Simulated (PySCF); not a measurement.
# How the method changes the constants of YB

State: ⁵Σ⁻ (quintet), unpaired electrons σ ↑↑, π ↑↑. Set-up: PySCF, scalar-relativistic core potentials, basis sets Y def2-TZVPP with ECP28, B def2-TZVPP. De refers to Y (4d1 5s2) + B in their high-spin ground configurations, without counterpoise correction. The functionals are run spin-unrestricted. A positive dipole means Y(−)B(+).

| Level | Re (Å) | ωe (cm⁻¹) | De (eV) | μ (D) | CPU s a point (SCF and correlation, without the integrals) |
| --- | --- | --- | --- | --- | --- |
| UHF | 2.249 | 581 | n/a | -6.07 | 1.1 |
| UHF-MP2 | 2.190 | 652 | n/a | n/a | 1.8 |
| UHF-SCS-MP2 | 2.195 | 640 | n/a | n/a | n/a |
| UHF-CCSD | 2.224 | 595 | 1.85 | n/a | n/a |
| UHF-CCSD(T) | 2.231 | 589 | 2.00 | n/a | 74 |
| PBE | 2.235 | 564 | 2.78 | -4.52 | 1.3 |
| TPSS | 2.243 | 566 | 2.54 | -4.70 | 2 |
| r²SCAN | 2.229 | 580 | 2.73 | -4.78 | 1.9 |
| M06-L | 2.219 | 587 | 2.41 | -4.78 | 12 |
| PBE0 | 2.215 | 591 | 2.56 | -4.94 | 2.4 |
| B97-3 | 2.219 | 590 | 2.09 | -4.97 | 1.5 |
| MN15 | 2.208 | 592 | 1.96 | -5.03 | 2.8 |
| CAM-B3LYP | 2.206 | 602 | 1.97 | -5.30 | 3.3 |

(1) Which functional lies closest to UHF-CCSD(T) in De, which farthest, and by how much do they differ from it?

(2) What does the step from GGA to meta-GGA do here, going from PBE to r²SCAN?

(3) What does second-order correlation do here, going from UHF to UHF-MP2?

Correlated steps freeze 1 core orbital. The metal atom is held in its measured ground configuration; semilocal functionals can put another filling of s and d lower by some tenths of an eV, and De to that atom would be smaller. Spin–orbit coupling is left out, which matters for elements this heavy, above all for dissociation energies. Counting both spins, an empty level lies below a filled one in some of these solutions, because spin and occupation are held. The CCSD T1 diagnostic is raised, a sign that a single reference may not be enough here. The state is the lowest single determinant that the PBE0 search found; with open d or f shells the true ground state can be another one.

The whole job (state search and all levels along the bond) took about 18 min on 1 thread of Arm Neoverse V2 (shared host), peak memory 3.5 GiB.

## Answers

(1) Closest is CAM-B3LYP (-2.5 pm in Re, +2.2 % in ωe, -0.03 eV in De against UHF-CCSD(T) in the same basis), farthest PBE (+0.4 pm in Re, -4.2 % in ωe, +0.78 eV in De). CCSD(T) converges more slowly with the basis than the functionals do and binds too weakly in this one, so the order can change at the basis-set limit.

(2) r²SCAN less PBE: -0.6 pm in Re, +2.8 % in ωe, -0.05 eV in De. 

(3) UHF-MP2 less UHF: -5.9 pm in Re, +12.2 % in ωe. Correlation nearly always deepens the well. The bond shortens, as in weak, metallic or heavy-atom bonds, where dispersion and the correlation of outer-core electrons pull the atoms together.
